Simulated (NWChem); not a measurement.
Species: AlHOBrF; SMILES [OH][Al]([Br])[F]

```xyz
5

Al     0.0032    -0.9501     0.0000
F     -1.4215    -1.7863     0.0000
Br    -0.0208     1.2928     0.0000
O      1.4940    -1.7617     0.0000
H      1.5268    -2.7271     0.0000
```
Atoms are numbered in this order, from 1.

Computed with NWChem. Pople sets run with spherical d functions. The geometry was optimised at B3LYP/6-31G* (spherical d). Total energies compare along this basis series because the functional is fixed.

```json
[
 {"level": "Hartree-Fock/STO-3G", "basis functions": "38", "energy (Ha)": "-2956.2941", "highest occupied level (eV)": "-8.17", "orbital gap (eV)": "16.92", "dipole (D)": "2.75"},
 {"level": "Hartree-Fock/3-21G", "basis functions": "55", "energy (Ha)": "-2974.7674", "highest occupied level (eV)": "-11.57", "orbital gap (eV)": "13.80", "dipole (D)": "2.53"},
 {"level": "Hartree-Fock/6-31G*", "basis functions": "80", "energy (Ha)": "-2989.0902", "highest occupied level (eV)": "-11.80", "orbital gap (eV)": "13.75", "dipole (D)": "1.97"},
 {"level": "Hartree-Fock/6-311G**", "basis functions": "112", "energy (Ha)": "-2989.4309", "highest occupied level (eV)": "-11.85", "orbital gap (eV)": "13.76", "dipole (D)": "1.89"}
]
```
